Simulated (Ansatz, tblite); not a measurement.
Removing an electron: Na₅⁻ (the lowest singlet isomer of a short search). Total charge -1; singlet. Geometry: PBE0/def2-SVPD. Ansatz, gas phase; energy differences of separate SCF runs; the oxidised species was run as a doublet alone.

Cartesian coordinates in Å:
```
Na -0.4972 -1.6736 1.9784
Na 1.3701 1.4597 3.0574
Na -1.2648 -1.9163 -1.2760
Na -0.1859 0.9571 -3.5305
Na 0.5778 1.1731 -0.2293
```

The xTB rows come from tblite. The structure comes from a short search, and lower isomers may exist.

Question: Estimate orbital energies and vertical ionisation energies at: GFN2-xTB; PBE/def2-TZVPD; PBE0/def2-TZVPD.

Answer: 
| level | −HOMO (eV) | vertical IE (eV) | −LUMO (eV) | HOMO–LUMO gap (eV) | remarks |
| --- | --- | --- | --- | --- | --- |
| GFN2-xTB | 0.39 | 2.35 | -0.08 | 0.47 | – |
| PBE/def2-TZVPD | -0.12 | 1.11 | -0.77 | 0.65 | HOMO above zero (-1 singlet) |
| PBE0/def2-TZVPD | 0.23 | 1.04 | -1.12 | 1.35 | spin-contaminated (⟨S²⟩ 0.83) (doublet) |

Run but left out: r2SCAN/def2-TZVPD (singlet: restricted singlet, unstable towards broken spin symmetry).  A HOMO above zero means that the electron is unbound at that level or that self-interaction error raises the level; the energy of removing that electron tells which. Raw xTB energy differences between charge states are shifted by several eV; the methods need an empirical correction for them.
